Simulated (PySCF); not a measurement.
## Broadened absorption spectrum of C5H7F3O2

Compound: C5H7F3O2.
InChI=1S/C5H7F3O2/c6-5(7,8)4-3-9-1-2-10-4/h4H,1-3H2/t4-/m1/s1

Method used: TDDFT CAM-B3LYP/def2-SVPD, vertical, gas phase, core orbitals frozen in the response (PySCF). Isolated species at its PBE0-D3(BJ)/def2-SVP geometry (one conformer only).

Each state is given a Gaussian of 0.5 eV full width at half maximum, with ε(max) = 2.175×10⁸ f / Δν̃ (Δν̃ the width in cm⁻¹). The width is an assumption, not a result. The curve ends short of the highest state used, and states not computed would add to its high-energy end.

```tsv
E (eV)	ε (L mol⁻¹ cm⁻¹)
6.60	0
6.65	1
6.71	2
6.76	4
6.82	8
6.87	16
6.93	31
6.98	53
7.04	98
7.09	161
7.15	282
7.20	441
7.26	729
7.32	1153
7.37	1625
7.43	2327
7.48	2993
7.54	3814
7.59	4439
7.65	5014
7.70	5285
7.76	5327
7.81	5143
7.87	4729
7.92	4297
7.98	3768
8.03	3375
8.09	2993
8.15	2706
8.20	2513
8.26	2302
8.31	2120
8.37	1891
8.42	1703
8.48	1514
8.53	1415
```

Question: Where are the band maxima, and which computed states make them?

Answer: 160 nm (7.74 eV), ε about 5300, made up of S2 (78%) and S3 (20%) (ε in L mol⁻¹ cm⁻¹; maxima over ε = 5, shares over 10%). The states used: S1 7.35 eV (f 0.0030); S2 7.69 eV (f 0.079); S3 7.90 eV (f 0.026); S4 8.16 eV (f 0.010); S5 8.30 eV (f 0.025); S6 8.80 eV (f 0.012); S7 8.89 eV (f 0.0057); S8 8.91 eV (f 0.011); S9 9.06 eV (f 0.0080); S10 9.13 eV (f 0.0093).

Question: Coming from long wavelengths, where does ε first pass 100 L mol⁻¹ cm⁻¹?

Answer: At about 176 nm (7.04 eV), 0.30 eV below S1.

Question: What would ε be at 7.74 eV, the highest of these maxima, with half the width (0.25 eV)?

Answer: About 8460 L mol⁻¹ cm⁻¹ against 5350, a factor of about 1.6; a lone state at its own centre would give exactly 2.

All these states lie below the vertical ionisation energy of 9.85 eV (ΔSCF).

The run took 3.2 min wall on one thread, Arm Neoverse V1, shared host.
